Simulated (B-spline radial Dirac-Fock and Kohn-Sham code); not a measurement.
**Ni⁺: input and output of one calculation**

ΔSCF core binding energies without Breit or QED terms, calculated with a B-spline atomic structure program. Keys: rel is the Hamiltonian (dirac, or spin-free x2c and nr, where L3 and M5 stand for the whole 2p and 3d shells), method is hf or an exchange,correlation pair (spin-unpolarised, also for the hole states), nuc the nuclear model, radius_factor scales its radius, rmax is the box in bohr, h the logarithmic mesh step, order the B-spline order, points the quadrature points per cell, c_factor scales the speed of light, and damp, ndamp, maxit and tol steer the iteration. The run stops when the commutator error falls below 10·tol·max(1, Z/10), or the numerical noise floor, and the energy has settled to about 1e-8 Ha; the virial ratio is −V/T.

Input (task.json):

```json
{"items": [{"Z": 28, "q": 1, "cfg": [[1, 0, 2], [2, 0, 2], [2, 1, 6], [3, 0, 2], [3, 1, 6], [3, 2, 9]], "A": 58, "rrms": 3.7757, "do": "settings", "holes": ["K", "L3", "M5"],
  "settings": [{"rel": "dirac", "method": "hf", "nuc": "sphere", "radius_factor": 0.5, "rmax": 45.0, "h": 0.3, "order": 8, "points": 10, "c_factor": 1.0, "maxit": 60, "damp": 0.5, "ndamp": 3, "tol": 1e-06}]}]}
```

Command: `python xray2_run.py task.json out`

Ground-state iterations:

```
iter   energy (Ha)        error
   1    -1515.79524318  1.03e+00
   2    -1515.76203586  4.74e-01
   3    -1519.05814461  2.15e-02
   4    -1519.06486458  1.18e-02
   5    -1519.06591232  2.18e-03
   6    -1519.06595388  2.71e-03
   7    -1519.06605107  3.23e-04
   8    -1519.06605313  1.29e-05
   9    -1519.06605315  3.28e-06
```

The ground state converged in 9 iterations, with total energy -1519.06605 Ha, virial ratio 1.98351 and highest orbital energy -20.64 eV. ΔSCF binding energies: K (1s) 8362.5 eV, L3 (2p3/2) 871.3 eV. Holes are computed only in closed shells, and unreliable hole states are left out.
